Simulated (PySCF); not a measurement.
Coordinates in bohr (charge 0 multiplicity 4):
```
Mn    0.0505   -0.0599    0.0000
H     0.0000   -3.0937    0.0000
H     0.8830    3.1307    0.0000
H    -2.8953    0.1685    0.0000
H    -0.7409    3.0583    0.0000
```

Computed with PySCF, UPBE0, basis Mn def2-TZVP, H def2-TZVP (no relativity, density fitting).

This geometry of MnH₄ is a stationary point at this level.

**Question.** What is the point group?

**Answer.** Cs.

**Question.** Is it a minimum?

**Answer.** Yes: all harmonic wavenumbers are real.

**Question.** Give the atomic charges and bond orders.

**Answer.** 
```tsv
atom	Mulliken	Löwdin	polar tensor	spin (Mulliken)	Mayer order to Mn1
Mn1	0.07	0.07	0.47	3.60	–
H2	-0.10	-0.17	-0.36	-0.19	0.86
H3	0.02	0.06	-0.09	-0.12	0.43
H4	-0.08	-0.04	-0.15	-0.24	0.92
H5	0.10	0.09	0.13	-0.06	0.36
```
Other Mayer orders above 0.3: H–H 0.52.

**Question.** What is the atomisation energy, with and without zero-point energy?

**Answer.** 778 kJ/mol without, 711 kJ/mol with.

The determinant is spin-contaminated (⟨S²⟩ = 4.04, pure value 3.75). Other isomers or separated fragments may lie lower. With open d or f shells other occupations or spin states may lie lower.
